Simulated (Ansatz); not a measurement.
What each rung costs, and what it gives

Saddle point of BH₄BrO₃, closed shell (BH₂BrO₂ ([OH][B]([OH])[Br]) + H₂O → BH₃O₃ ([OH][B]([OH])[OH]) + HBr; bonds formed: B1–O6, Br2–H5; bonds broken: B1–Br2, H5–O6), PBE0-D4/def2-TZVP structure:

```
9
angstrom
B -0.2949 0.2476 -0.0472
Br 0.8745 -1.7243 -1.1540
O -0.2268 1.1903 -1.0140
O -1.4375 -0.1111 0.5841
H 1.3292 -0.6748 0.4199
O 0.8775 0.1201 0.9382
H 0.5603 1.1332 -1.5617
H -2.2231 0.0391 0.0532
H 0.5408 -0.2201 1.7814
```

Barriers are electronic and count from the start structure reached by relaxing down the imaginary mode.

Ansatz 0.2.0; basis: as named in each row; cores frozen in the correlated methods. Filled d shells of the heavier atoms are correlated. The def2 sets are not built for correlating such inner shells, so the correlated values are less sure here. B3LYP uses VWN-RPA correlation. Extrapolation: Hartree–Fock as exp(−7.88 √X), correlation as X^−2.97.

Times are rough, for one single point on 8 threads of a shared host (Arm Neoverse V2).

The estimate by CCSD(T) at an estimated basis limit (MP2 extrapolated from triple and quadruple zeta, plus CCSD(T) − MP2 in triple zeta) is 52.8 kJ/mol.

```json
{"method": "HF", "basis": "STO-3G", "time (s)": "under 1", "barrier (kJ/mol)": "60.7", "method less estimate": "7.9"}
{"method": "PBE-D4", "basis": "STO-3G", "time (s)": "under 1", "barrier (kJ/mol)": "-35.9", "method less estimate": "-88.7"}
{"method": "SPW92", "basis": "def2-SVP", "time (s)": "under 1", "barrier (kJ/mol)": "-34.8", "method less estimate": "-87.6"}
{"method": "PBE-D4", "basis": "def2-SVP", "time (s)": "under 1", "barrier (kJ/mol)": "4.9", "method less estimate": "-47.9"}
{"method": "B3LYP-D4", "basis": "6-31G", "time (s)": "under 1", "barrier (kJ/mol)": "12.6", "method less estimate": "-40.2"}
{"method": "PBE0-D4", "basis": "def2-SVP", "time (s)": "under 1", "barrier (kJ/mol)": "14.0", "method less estimate": "-38.8"}
{"method": "SPW92", "basis": "def2-TZVPP", "time (s)": "under 1", "barrier (kJ/mol)": "-2.3", "method less estimate": "-55.1"}
{"method": "PBE-D4", "basis": "def2-TZVPP", "time (s)": "under 1", "barrier (kJ/mol)": "33.2", "method less estimate": "-19.6"}
{"method": "BLYP-D4", "basis": "def2-TZVPP", "time (s)": "1", "barrier (kJ/mol)": "42.8", "method less estimate": "-10.0"}
{"method": "B3LYP-D4", "basis": "def2-TZVPP", "time (s)": "1", "barrier (kJ/mol)": "44.5", "method less estimate": "-8.3"}
{"method": "BHLYP-D4", "basis": "def2-TZVPP", "time (s)": "1", "barrier (kJ/mol)": "47.9", "method less estimate": "-4.9"}
{"method": "PBE0-D4", "basis": "def2-TZVPP", "time (s)": "1", "barrier (kJ/mol)": "36.7", "method less estimate": "-16.1"}
{"method": "CAM-B3LYP-D4", "basis": "def2-TZVPP", "time (s)": "1", "barrier (kJ/mol)": "42.6", "method less estimate": "-10.2"}
{"method": "r2SCAN-D4", "basis": "def2-TZVPP", "time (s)": "2", "barrier (kJ/mol)": "31.4", "method less estimate": "-21.4"}
{"method": "r2SCAN0-D4", "basis": "def2-TZVPP", "time (s)": "2", "barrier (kJ/mol)": "34.1", "method less estimate": "-18.7"}
{"method": "wB97M-V", "basis": "def2-SVP", "time (s)": "2", "barrier (kJ/mol)": "12.9", "method less estimate": "-39.9"}
{"method": "RPA on PBE", "basis": "def2-TZVPP", "time (s)": "2", "barrier (kJ/mol)": "59.5", "method less estimate": "6.7"}
{"method": "B2PLYP", "basis": "def2-TZVPP", "time (s)": "2", "barrier (kJ/mol)": "49.6", "method less estimate": "-3.2"}
{"method": "PBE-QIDH", "basis": "def2-TZVPP", "time (s)": "2", "barrier (kJ/mol)": "42.0", "method less estimate": "-10.8"}
{"method": "wB97X-V", "basis": "def2-TZVPP", "time (s)": "3", "barrier (kJ/mol)": "46.0", "method less estimate": "-6.8"}
{"method": "CCSD(T)", "basis": "def2-SVP", "time (s)": "4", "barrier (kJ/mol)": "43.0", "method less estimate": "-9.8"}
{"method": "wB97M-V", "basis": "def2-TZVPP", "time (s)": "4", "barrier (kJ/mol)": "40.0", "method less estimate": "-12.8"}
{"method": "B97M-V", "basis": "def2-TZVPP", "time (s)": "4", "barrier (kJ/mol)": "47.2", "method less estimate": "-5.6"}
{"method": "MP2", "basis": "def2-QZVPP", "time (s)": "10", "barrier (kJ/mol)": "51.1", "method less estimate": "-1.7"}
{"method": "CCSD(T)", "basis": "def2-TZVPP", "time (s)": "89", "barrier (kJ/mol)": "52.5", "method less estimate": "-0.3"}
```

All methods are single points on the PBE0-D4 structures; a negative value means that the method puts the saddle structure below the start.

The T1 diagnostic stays at or below 0.011.

The step is the kind of ligand exchange by which a precursor binds to a hydroxyl group, or is hydrolysed, in atomic layer deposition of oxides.

Labels in which every atom is bracketed show which atoms are joined, not bond orders.
